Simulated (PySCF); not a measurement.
## Electric field gradients and quadrupole coupling constants

Compound: C9H14O.
Structure used (PBE0-D3(BJ)/def2-SVP), in Å, numbered top down from 1:
```
atom  x, y, z in Å
C1    -3.2524   -0.5128    0.4164
C2    -1.9879   -0.3475    0.0243
C3    -1.4775    0.7514   -0.8794
C4     0.0246    0.8352   -0.5824
C5     0.3121    1.6997    0.6396
C6     0.3773   -0.6636   -0.3627
C7     1.7148   -0.8606    0.3224
C8     2.9413   -0.6315   -0.5250
O9     1.7970   -1.1715    1.4871
C10   -0.8155   -1.2202    0.4150
H11   -3.5436   -1.3450    1.0631
H12   -4.0402    0.1790    0.1059
H13   -1.6273    0.4526   -1.9323
H14   -2.0033    1.7075   -0.7363
H15    0.5755    1.2392   -1.4469
H16   -0.0244    2.7327    0.4649
H17   -0.2126    1.3240    1.5314
H18    1.3856    1.7341    0.8796
H19    0.4351   -1.1286   -1.3626
H20    3.8340   -0.5851    0.1109
H21    3.0487   -1.4672   -1.2354
H22    2.8481    0.2871   -1.1238
H23   -0.9934   -2.2860    0.2072
H24   -0.6033   -1.1461    1.4939
```

Field gradients from the PBE0/pcSseg-1 density (PySCF, non-relativistic), principal values in atomic units, ordered |Vxx| ≤ |Vyy| ≤ |Vzz|:

```tsv
atom	Vxx	Vyy	Vzz
O9	0.5072	1.4953	-2.0024
```

Find the asymmetry η = (Vxx − Vyy)/Vzz and the couplings χ = eQV/h (234.96 MHz × Q in barn × V in au), with Q(17O) = −0.0256 b.

```
atom    environment  nucleus     η  χzz (MHz)  χxx (MHz)  χyy (MHz)
  O9  ketone oxygen      17O  0.49      12.04      -3.05      -8.99
```

The tensor is traceless: Vxx + Vyy + Vzz = 0.

What is Vzz at O9 in SI units (1 au = 9.71736 × 10²¹ V/m²)?

-2.0024 au = -19.458 × 10²¹ V/m².

Were the hydrogens deuterons (Q(2H) = 0.00286 b), χzz would run from 189 kHz (H19 and H24) to 207 kHz (H12 and H11).

Isolated species at its PBE0-D3(BJ)/def2-SVP geometry (one conformer only). The small basis limits the accuracy of the gradients.
